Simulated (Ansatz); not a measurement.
```xyz
11

C    -1.273    1.158   -1.834
Se   -0.843    1.004    0.064
B     0.381   -0.424    0.130
Si    1.121   -0.964    1.913
H    -0.981    2.148   -2.179
H    -2.346    1.025   -1.960
H    -0.728    0.390   -2.379
H     0.679   -0.967   -0.892
H     2.608   -0.849    1.908
H     0.596   -0.133    3.031
H     0.786   -2.389    2.198
```

Charge 0, multiplicity 1.

Question: List the PBE/def2-TZVPP orbital energies in eV (Ansatz). (Best estimate.)

Answer: Computed: Occupied: -12302.67, -1779.06, -1562.63, -1403.42, -1403.37, -1403.36, -269.81, -205.63, -177.40, -150.96, -150.79, -150.78, -136.86, -93.59, -93.59, -93.56, -54.03, -53.99, -53.98, -53.86, -53.85, -19.18, -16.25, -13.26, -11.49, -10.69, -10.32, -9.60, -8.24, -8.07, -7.33, -6.99, -6.55. Lowest empty: -2.55, -0.67, 0.05, 0.51, 0.86, 0.95, 1.14, 1.63.
